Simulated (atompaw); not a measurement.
## u(r) = r·R(r): atom against pseudo-atom (Tb (Z = 65))

Columns: radius, all-electron u(r) and pseudo u(r) of the 5d shell (level -2.98 eV) of terbium in the configuration [Kr] 4d10 4f8 5s2 5p6 5d1 6s1.5 6p0.5; PBEsol, scalar-relativistic, PAW (atompaw) scheme, atompaw 4.2.0.5.

```json
{"r (bohr)": "0.115", "all-electron": "0.1640", "pseudo": "0.0003"}
{"r (bohr)": "0.231", "all-electron": "0.0462", "pseudo": "0.0028"}
{"r (bohr)": "0.346", "all-electron": "-0.1767", "pseudo": "0.0091"}
{"r (bohr)": "0.462", "all-electron": "-0.2636", "pseudo": "0.0212"}
{"r (bohr)": "0.577", "all-electron": "-0.2161", "pseudo": "0.0399"}
{"r (bohr)": "0.692", "all-electron": "-0.0982", "pseudo": "0.0661"}
{"r (bohr)": "0.808", "all-electron": "0.0430", "pseudo": "0.1002"}
{"r (bohr)": "0.923", "all-electron": "0.1783", "pseudo": "0.1411"}
{"r (bohr)": "1.038", "all-electron": "0.2969", "pseudo": "0.1881"}
{"r (bohr)": "1.154", "all-electron": "0.3956", "pseudo": "0.2402"}
{"r (bohr)": "1.269", "all-electron": "0.4727", "pseudo": "0.2946"}
{"r (bohr)": "1.385", "all-electron": "0.5315", "pseudo": "0.3500"}
{"r (bohr)": "1.500", "all-electron": "0.5735", "pseudo": "0.4031"}
{"r (bohr)": "1.615", "all-electron": "0.6019", "pseudo": "0.4523"}
{"r (bohr)": "1.731", "all-electron": "0.6193", "pseudo": "0.4959"}
{"r (bohr)": "1.846", "all-electron": "0.6276", "pseudo": "0.5317"}
{"r (bohr)": "1.962", "all-electron": "0.6288", "pseudo": "0.5591"}
{"r (bohr)": "2.077", "all-electron": "0.6245", "pseudo": "0.5774"}
{"r (bohr)": "2.192", "all-electron": "0.6161", "pseudo": "0.5868"}
{"r (bohr)": "2.308", "all-electron": "0.6044", "pseudo": "0.5882"}
{"r (bohr)": "2.423", "all-electron": "0.5906", "pseudo": "0.5827"}
{"r (bohr)": "2.538", "all-electron": "0.5752", "pseudo": "0.5721"}
{"r (bohr)": "2.654", "all-electron": "0.5586", "pseudo": "0.5577"}
{"r (bohr)": "2.769", "all-electron": "0.5414", "pseudo": "0.5413"}
{"r (bohr)": "2.885", "all-electron": "0.5238", "pseudo": "0.5238"}
{"r (bohr)": "3.000", "all-electron": "0.5062", "pseudo": "0.5062"}
```

(1) How many radial nodes do the two functions have?

(2) Is the pseudo-wave norm-conserving?

Answers

(1) The all-electron 5d function has n − l − 1 = 2; the pseudo-wave has 0, since the states of the same l below it are removed with the core.

(2) No, it belongs to a PAW set: the norm inside the radius is not constrained, and the difference is carried by the augmentation charge.
